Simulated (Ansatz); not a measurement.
`N[SiH2][TeH]` + `[SH][GeH3]` → `N[SiH2][S][GeH3]` + H₂Te at 700 K and 1 bar (ligand exchange at the Si–Te bond).

Program: Ansatz. Geometries: PBE0-D4/def2-TZVP. ΔE: electronic, gas phase. CBS: MP2 limit from def2 TZ/QZ plus the TZ coupled-cluster correction, frozen cores. def2 core potentials past Kr. For Ge, Te outer-core shells are correlated without core-valence functions, which leaves a few kJ/mol of doubt a bond. Scalar relativity is left out up to krypton. Each species was taken in one conformer, which may not be the lowest.

```tsv
species	CCSD(T)/CBS energy (Eh)	H − E (kJ/mol)	S (J/(mol·K))
`N[SiH2][TeH]`	-614.55865	196.4	427.7
`[SH][GeH3]`	-2476.30083	133.1	357.0
`N[SiH2][S][GeH3]`	-2821.95198	269.6	521.3
H₂Te	-268.91024	57.2	261.6
```

H − E and S are ideal-gas, rigid-rotor, harmonic terms from PBE0-D4/def2-TZVP, for one conformer and one mirror image of each species. 1 Eh = 2625.50 kJ/mol, R = 8.31446 J/(mol·K).

Problem. By hand: ΔE, ΔH, ΔS and ΔG.

Solution. ΔE = (-2821.95198) + (-268.91024) − (-614.55865) − (-2476.30083) = -0.00274 Eh = -7.2 kJ/mol. Δ(H − E) = 269.6 + 57.2 − 196.4 − 133.1 = -2.7, so ΔH = -9.9 kJ/mol. ΔS = 521.3 + 261.6 − 427.7 − 357.0 = -1.8 J/(mol·K). ΔG = -9.9 − 700 × (-1.8)/1000 = -8.6 kJ/mol.

Problem. By hand: the equilibrium constant, and the temperature at which ΔG would vanish if ΔH and ΔS stayed fixed.

Solution. log₁₀ K = −ΔG/(RT ln 10) = 0.6. ΔG = 0 at ΔH/ΔS = 5500 K, far beyond where these terms or the molecules hold.

The number of gas molecules stays the same, so ΔS is small and ΔH decides. A doubt of 5 kJ/mol in ΔE shifts log₁₀ K by 0.4 here. Other conformers and mirror images would add mixing entropy, several J/(mol·K) or more a flexible species. Modes under 60 cm⁻¹, often nearly free rotors, make the harmonic entropy too high. These are equilibria of isolated gas molecules and say nothing of rates. Largest T1 diagnostic: 0.011 (customary marks: 0.02 for closed shells, 0.045 for open ones).
